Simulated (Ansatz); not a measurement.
Geometry optimisation, RKS PBE-D4/STO-3G (Ansatz 0.2.0).

Input:

```yaml
crystal:
  periodic: [false, false, false]
  atoms:
    - { symbol: C, position_ang: [-2.5195, -0.8058, -0.8392] }
    - { symbol: C, position_ang: [-1.3248, -0.7146, 0.0225] }
    - { symbol: Si, position_ang: [0.2004, -0.0994, -0.8463] }
    - { symbol: O, position_ang: [0.1344, 1.4721, -1.4002] }
    - { symbol: Si, position_ang: [1.981, -0.1521, 0.7346] }
    - { symbol: "N", position_ang: [2.056, 1.3491, 1.6059] }
    - { symbol: H, position_ang: [-2.8006, 0.2344, -1.2301] }
    - { symbol: H, position_ang: [-3.3816, -1.1135, -0.278] }
    - { symbol: H, position_ang: [-2.425, -1.4116, -1.6662] }
    - { symbol: H, position_ang: [-1.1311, -1.7158, 0.4414] }
    - { symbol: H, position_ang: [-1.5358, -0.0666, 0.907] }
    - { symbol: H, position_ang: [0.5804, -0.9842, -1.9568] }
    - { symbol: H, position_ang: [-0.1086, 2.1726, -0.7323] }
    - { symbol: H, position_ang: [3.2763, -0.2646, 0.1208] }
    - { symbol: H, position_ang: [1.7826, -1.2319, 1.7579] }
    - { symbol: H, position_ang: [2.7179, 1.2612, 2.3979] }
    - { symbol: H, position_ang: [2.4789, 2.0703, 1.0014] }
basis:
  gaussian: { orbitals: STO-3G }
hamiltonian:
  xc: pbe
  dispersion: d4
relax:
  f_tol: 0.02
  max_steps: 50
```

Run as:

```bash
$ ansatz run input.yaml --threads 1 --pin off --max-ram 2048MiB --backend cpu --events-out ev --progress --plain --runs-dir out
```

**Question.** Where does it end, and by what steps?

**Answer.** It converged. The force dipped under the threshold on the way, but the program's further checks kept it going. Limits of this set-up: minimal basis. After 18 steps the energy has fallen by 0.912 eV; H14 moved furthest, 0.49 Å.

```csv
step,energy less start (eV),largest force component (eV/Å),accepted
0,0.0000,4.321,yes
1,-0.7625,0.947,yes
2,-0.8692,0.435,yes
3,-0.8902,0.423,yes
4,-0.9054,0.103,yes
5,-0.9066,0.041,yes
6,-0.9074,0.047,yes
7,-0.9077,0.022,yes
8,-0.9082,0.039,yes
9,-0.9088,0.088,yes
10,-0.9095,0.079,yes
11,-0.9104,0.054,yes
12,-0.9108,0.068,yes
13,-0.9112,0.039,yes
14,-0.9114,0.100,yes
15,-0.9118,0.034,yes
16,-0.9119,0.023,yes
17,-0.9120,0.020,yes
18,-0.9121,0.010,yes
```

```xyz
17
Properties=species:S:1:pos:R:3
C -2.537 -0.752 -0.925
C -1.323 -0.841 0.043
Si 0.254 -0.064 -0.693
O -0.038 1.559 -1.236
Si 1.951 -0.164 0.827
N 2.146 1.532 1.454
H -2.752 0.300 -1.193
H -3.450 -1.180 -0.466
H -2.338 -1.305 -1.863
H -1.125 -1.903 0.286
H -1.583 -0.344 0.997
H 0.577 -0.785 -1.920
H -0.156 2.072 -0.344
H 3.181 -0.727 0.256
H 1.625 -0.980 1.990
H 2.945 1.498 2.162
H 2.605 2.084 0.664
```

Whether the end is a true minimum wasn't checked by a vibrational analysis.

The run took 73 s on 1 thread of Arm Neoverse V2 (shared host), peak memory 0.15 GiB.
